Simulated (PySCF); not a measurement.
Spinor energies of Ne⁺ (neon, charge +1)

Start: [He] 2s2 2p5; 2p1/2 filled at m_j = -1/2, +1/2; 2p3/2 filled at m_j = -1/2, +1/2, +3/2. Calculated with PySCF 2.14 in x2c-TZVPall-2c with one added diffuse shell each of s, p, d type (6s4p3d1f, 40 functions): generalised Hartree-Fock with the X2C-1e Hamiltonian and a Gaussian nucleus; one run each with spin-orbit coupling (SO) switched off, then screened by Boettger's factors. This is a chosen level, not necessarily the ground level.

| spinor shell | electrons | ε, spin-free (eV) | ε, screened SO (eV) | weight of nominal j (screened SO) | rms radius, screened SO (bohr) |
| --- | --- | --- | --- | --- | --- |
| 1s1/2 | 2 | -915.68 | -915.67 | 1.000 | 0.183 |
| 2s1/2 | 2 | -71.437 | -71.432 | 1.000 | 0.943 |
| 2p1/2 | 2 | -43.742 | -43.732 | 0.658 | 0.992 |
| 2p3/2 | 3 | -43.742 | -43.753 | 0.772 | 0.992 |

| quantity | spin-free | screened SO |
| --- | --- | --- |
| E (hartree) | -127.95291 | -127.95422 |
| M_J | 3/2 | 3/2 |
| ⟨J²⟩ | 3.754 | 3.754 |
| ⟨L²⟩ | 2.002 | 2.002 |
| ⟨S²⟩ | 0.752 | 0.752 |

Each row is a mean over spinors that exchange with the open shell spreads, by up to 6.167 eV (2s1/2).

Rows whose weight is well below 1 are mixtures of j = l ± 1/2: exchange outweighs spin-orbit coupling there, and the label is only the starting occupation.

Without spin-orbit coupling the j labels of p, d and f shells carry no meaning; the spin-free column gives the mean over the occupied spinors of each nl shell.
